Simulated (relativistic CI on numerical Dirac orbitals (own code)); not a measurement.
Slater and spin-orbit integrals, Pt21+

Method of calculation: Dirac-Coulomb-Breit CI, KLI orbitals optimised for each configuration, model QED (radiative potential, 1s self-energy scaled to tabulated hydrogen-like ionisation energies), unscaled Slater integrals (own radial code, finite nucleus).

Slater integrals F^k, G^k are unscaled and averaged over j, outside the closed core [Ar] 3d10; ζ comes from projecting the Hamiltonian with its Breit term on Σ l·s of the shell.

- 4s2.4p6.4d10.4f11: F^2(4f,4f) = 223050, F^4(4f,4f) = 143770, F^6(4f,4f) = 104610, ζ(4f) = 8608.9 cm⁻¹; <r>(4f) = 0.458, <r^2>(4f) = 0.2449 (bohr units).
- 4s2.4p6.4d10.4f10.5s: F^2(4f,4f) = 225790, F^4(4f,4f) = 145660, F^6(4f,4f) = 106020, ζ(4f) = 8841.5, G^3(4f,5s) = 36146 cm⁻¹; <r>(4f) = 0.4534, <r^2>(4f) = 0.2398, <r>(5s) = 0.8092, <r^2>(5s) = 0.7287 (bohr units).
- 4s2.4p6.4d10.4f9.5s2: F^2(4f,4f) = 228740, F^4(4f,4f) = 147690, F^6(4f,4f) = 107540, ζ(4f) = 9076.9 cm⁻¹; <r>(4f) = 0.4486, <r^2>(4f) = 0.2344 (bohr units).

Averages of the first 10 configurations, taken without configuration mixing, which lowers the lowest level and can move excited configurations by several eV; other configurations of the list can lie among them:

```csv
Configuration,Parity,States,Average energy above the lowest level (eV)
4s2.4p6.4d10.4f11,odd,364,11.5
4s2.4p6.4d10.4f10.5s,even,2002,55.6
4s2.4p6.4d10.4f9.5s2,odd,2002,108.4
4s2.4p6.4d10.4f10.5p,odd,6006,116.9
4s2.4p6.4d9.4f12,even,910,265.3
4s2.4p6.4d10.4f10.5d,even,10010,198.2
4s2.4p6.4d8.4f13,odd,630,521.2
4s2.4p6.4d10.4f10.6s,even,2002,287.7
4s2.4p5.4d10.4f12,odd,546,498.6
4s2.4p4.4d10.4f13,odd,210,986.0
```
